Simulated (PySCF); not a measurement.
## GeF₄: calculation against measurement

Isolated GeF₄, optimised in PySCF with density fitting and no spin–orbit coupling; def2 sets carry scalar-relativistic core potentials from Rb on. All levels below give a singlet of Td symmetry: B3LYP/def2-TZVP Ge–F 1.702 Å (×4); PBE0/def2-SVP Ge–F 1.698 Å (×4).

Counting electrons, germanium keeps none of its valence electrons outside its bonds, so the VSEPR class is AX4 and the expected shape is tetrahedral (Td), as computed.

Problem. The measured mean polarisability is 4.05 Å³ (NIST CCCBDB Release 22 (SRD 101), experimental polarizabilities). What do the calculations give?

Solution. B3LYP/def2-TZVP 3.59 Å³, PBE0/def2-SVP 2.89 Å³. Basis sets without diffuse functions underestimate polarisabilities.
